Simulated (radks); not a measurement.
Task: Cl XI, 7 electrons, occupied as [He] 2s2 2p3. Calculated with a radial shooting solver on a logarithmic mesh with Libxc functionals: scalar-relativistic Kohn-Sham, BLYP, spin-polarised, spherical densities, finite nucleus; open shells are filled with parallel spins first; Fermi nuclear charge, rms radius 3.3654 fm. Some entries of the table are withheld. Estimate them.

orbital  occ.  eigenvalue (hartree)  r(max) (bohr)
1s up       1             -114.6937        0.05944
1s down     1             -114.3785        0.05936
2s up       1             -20.25052         0.3441
2s down     1             -19.64409         0.3468
2p up       3             -18.43760         0.2794
2p down     0             -17.73474         0.2829
3s up       0                   (1)         0.9755
3s down     0                   (2)         0.9934
3p up       0              -7.06644         0.9551
3p down     0              -6.93920         0.9780

Result: 
(1) 3s up eigenvalue (hartree): -7.61126
(2) 3s down eigenvalue (hartree): -7.49640
